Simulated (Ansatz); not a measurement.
Cost and result for the atomization energy of CHBClFO, SMILES `FC1OB1Cl` (6 atoms, 6 bonds).

The species carries charge 0 and has multiplicity 1. All single points use the PBE0-D4/def2-TZVP geometry. Program: Ansatz. All runs use 4 threads of a server CPU on a shared host. Times are those of one run each, without the atoms' runs, and a repeat can differ threefold. Electronic energies, without spin–orbit coupling; frozen cores. CCSD(T)/CBS adds CCSD(T) − MP2 in def2-TZVPP to the MP2 limit, and its time is that of the two runs behind it. T1 = 0.014. B3LYP takes the VWN-RPA correlation (the form of Gaussian; ORCA's B3LYP/G). HSE06 is the plane-wave form, built on full-range PBE exchange.

CCSD(T)/CBS is a level of theory with its own doubt, some kJ/mol a heavy atom from the limit and from the frozen cores, so smaller differences don't rank the functionals.

```json
{"level": "LDA (SPW92)/def2-TZVPP", "functions": "180", "wall time": "0.65 s"}
{"level": "revPBE-D4/def2-TZVPP", "functions": "180", "wall time": "0.95 s"}
{"level": "PBE-D4/def2-TZVPP (with forces)", "functions": "180", "wall time": "1.1 s"}
{"level": "PBE0-D4/def2-TZVPP", "functions": "180", "wall time": "1.2 s"}
{"level": "CCSD(T)/def2-SVP", "functions": "79", "wall time": "1.2 s"}
{"level": "HSE06-D4/def2-TZVPP", "functions": "180", "wall time": "1.4 s"}
{"level": "B3LYP-D4/def2-TZVPP (with forces)", "functions": "180", "wall time": "1.6 s"}
{"level": "r2SCAN-D4/def2-TZVPP (with forces)", "functions": "180", "wall time": "1.8 s"}
{"level": "r2SCANh-D4/def2-TZVPP", "functions": "180", "wall time": "1.9 s"}
{"level": "B2PLYP/def2-TZVPP", "functions": "180", "wall time": "2.4 s"}
{"level": "MP2/def2-QZVPP", "functions": "328", "wall time": "7 s"}
{"level": "CCSD(T)/def2-TZVPP", "functions": "180", "wall time": "20 s"}
{"level": "CCSD(T)/CBS(def2)", "functions": "–", "wall time": "27 s"}
```

Q: What atomization energy does each give, and how far from CCSD(T)/CBS? (Best estimate.)

A: Ansatz gave: 
```tsv
level	atomization (kJ/mol)	difference from CCSD(T)/CBS	per bond
LDA (SPW92)/def2-TZVPP	2970.6	520.5	86.7
revPBE-D4/def2-TZVPP	2497.8	47.7	7.9
PBE-D4/def2-TZVPP (with forces)	2595.6	145.5	24.2
PBE0-D4/def2-TZVPP	2497.3	47.2	7.9
CCSD(T)/def2-SVP	2337.5	-112.6	-18.8
HSE06-D4/def2-TZVPP	2500.6	50.5	8.4
B3LYP-D4/def2-TZVPP (with forces)	2450.6	0.5	0.1
r2SCAN-D4/def2-TZVPP (with forces)	2502.4	52.3	8.7
r2SCANh-D4/def2-TZVPP	2469.0	18.9	3.1
B2PLYP/def2-TZVPP	2439.7	-10.4	-1.7
MP2/def2-QZVPP	2550.1	100.0	16.7
CCSD(T)/def2-TZVPP	2378.9	-71.2	-11.9
CCSD(T)/CBS(def2)	2450.1	0.0	0.0
```

From PBE to PBE0 (25 % exact exchange), in def2-TZVPP and without D4, the atomization energy moves by −96.5 kJ/mol: exact exchange takes away binding that semilocal exchange gives to molecules. In def2-TZVPP, CCSD(T) changes the Hartree–Fock value by +686.5 kJ/mol (the triples alone add +61.5 kJ/mol) and MP2 by +815.7 kJ/mol; breaking electron pairs costs correlation energy, which Hartree–Fock lacks. The D4 term adds +17.6 kJ/mol with B3LYP and +9.1 kJ/mol with PBE0; it sums over pairs of atoms, weighted by their polarisabilities, and B3LYP, whose exchange is more repulsive, gets the larger term.
